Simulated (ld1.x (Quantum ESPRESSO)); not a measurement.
# Reading a pseudo-wave (antimony)

Columns: radius, all-electron u(r) and pseudo u(r) of the 4p shell (level -102.23 eV) of antimony in the configuration [Ar] 3d10 4s2 4p6 4d10 5s1.75 5p3.25; BP86, scalar-relativistic, PAW scheme, ld1.x (Quantum ESPRESSO) 7.5.

| r (bohr) | all-electron | pseudo |
| --- | --- | --- |
| 0.108 | 0.1843 | 0.0514 |
| 0.215 | -0.6550 | 0.1939 |
| 0.322 | -0.4496 | 0.4000 |
| 0.430 | 0.2307 | 0.6332 |
| 0.538 | 0.8187 | 0.8491 |
| 0.645 | 1.1469 | 1.0094 |
| 0.752 | 1.2486 | 1.0937 |
| 0.860 | 1.2001 | 1.0951 |
| 0.968 | 1.0721 | 1.0230 |
| 1.075 | 0.9157 | 0.9014 |
| 1.182 | 0.7583 | 0.7572 |
| 1.290 | 0.6133 | 0.6137 |
| 1.398 | 0.4881 | 0.4881 |
| 1.505 | 0.3847 | 0.3847 |
| 1.612 | 0.3005 | 0.3005 |
| 1.720 | 0.2325 | 0.2325 |
| 1.828 | 0.1789 | 0.1789 |
| 1.935 | 0.1374 | 0.1374 |
| 2.042 | 0.1052 | 0.1052 |
| 2.150 | 0.0800 | 0.0800 |
| 2.258 | 0.0608 | 0.0608 |
| 2.365 | 0.0461 | 0.0461 |
| 2.472 | 0.0350 | 0.0350 |
| 2.580 | 0.0264 | 0.0264 |
| 2.688 | 0.0199 | 0.0199 |
| 2.795 | 0.0150 | 0.0150 |

(1) How many radial nodes do the two functions have?

(2) At about which radius was the pseudo-wave matched?

(3) Is the pseudo-wave norm-conserving?

Answers

(1) The all-electron 4p function has n − l − 1 = 2; the pseudo-wave has 0, since the states of the same l below it are removed with the core.

(2) 1.40 bohr. The columns agree to 0.0005 from 1.29 bohr on; several derivatives are matched, so the curves merge somewhat inside the radius.

(3) No, it belongs to a PAW set: the norm inside the radius is not constrained, and the difference is carried by the augmentation charge.
